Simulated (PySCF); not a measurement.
C₂H₁₁NSi₃.
Geometry (GFN2-xTB, Å), atoms numbered from 1 in this order:
```xyz
17
C2H11NSi3 angstrom
C     -2.2025   -0.4027    0.8224
C     -1.1749    0.4831    0.1268
Si     0.3744    0.9435    1.2064
Si     1.6805    0.4240   -0.6772
N      2.8938   -0.8137   -0.6964
Si    -0.3947   -0.2777   -1.4824
H     -3.0387   -0.6296    0.1612
H     -1.7529   -1.3458    1.1285
H     -2.6020    0.0819    1.7130
H     -1.6913    1.4103   -0.1473
H      0.2601    2.2982    1.7685
H      0.4400    0.0691    2.3907
H      2.4146    1.5345   -1.3064
H      3.8290   -0.5898   -0.3962
H      2.6527   -1.7378   -0.3771
H     -0.9994    0.2812   -2.7000
H     -0.6957   -1.7168   -1.5444
```

Level of theory: TDDFT B3LYP/def2-SVPD, vertical, gas phase, core orbitals frozen in the response (PySCF).

| state | E (eV) | E (kJ/mol) | λ (nm) | f | main configurations (H = HOMO, L = LUMO) |
| --- | --- | --- | --- | --- | --- |
| S1 | 4.25 | 410 | 291.9 | 0.0048 | H→L (99%) |
| S2 | 5.08 | 490 | 244.1 | 0.052 | H→L+1 (90%) |
| S3 | 5.29 | 510 | 234.4 | 0.023 | H-1→L (89%) |
| S4 | 5.41 | 522 | 229.4 | 0.0062 | H-2→L (95%) |
| S5 | 5.94 | 573 | 208.7 | 0.0027 | H-2→L+1 (65%), H-1→L+1 (29%) |
| S6 | 6.02 | 580 | 206.1 | 0.0026 | H→L+2 (93%) |
| S7 | 6.12 | 590 | 202.7 | 0.024 | H-1→L+1 (64%), H-2→L+1 (29%) |
| S8 | 6.21 | 599 | 199.6 | 0.0092 | H-3→L (78%), H→L+3 (13%) |

Triplets, Tamm–Dancoff:

```csv
state,E (eV),λ (nm),"main configurations (H = HOMO, L = LUMO)"
T1,3.83,323.4,H→L (97%)
T2,4.58,270.9,H→L+1 (95%)
T3,4.82,257.4,"H-1→L (61%), H-2→L (35%)"
```

The lowest singlet comes at 292 nm (410 kJ/mol) in the ultraviolet; it is very weak; its leading configuration is HOMO→LUMO (99%). The most intense listed level is S2 at 5.08 eV (244 nm, f = 0.052), 0.83 eV above S1. Löwdin shares by element: HOMO silicon 49%, nitrogen 30% (atoms not listed hold the other 21%); LUMO silicon 61%, hydrogen 7% or more (atoms not listed hold the other 32%). The oscillator strengths of these states sum to 0.125; summed over the whole spectrum of an exact calculation they would give the number of electrons, 72 (Thomas–Reiche–Kuhn). Weighted by f, the mean energy of these states is 5.43 eV. Orbital energies (eV): HOMO-3 -8.40, HOMO-2 -7.53, HOMO-1 -7.45, HOMO -6.44, LUMO -1.19, LUMO+1 -0.58, LUMO+2 0.44. Singlets were solved by full linear response, triplets in the Tamm–Dancoff approximation.

One conformer stands for the species.
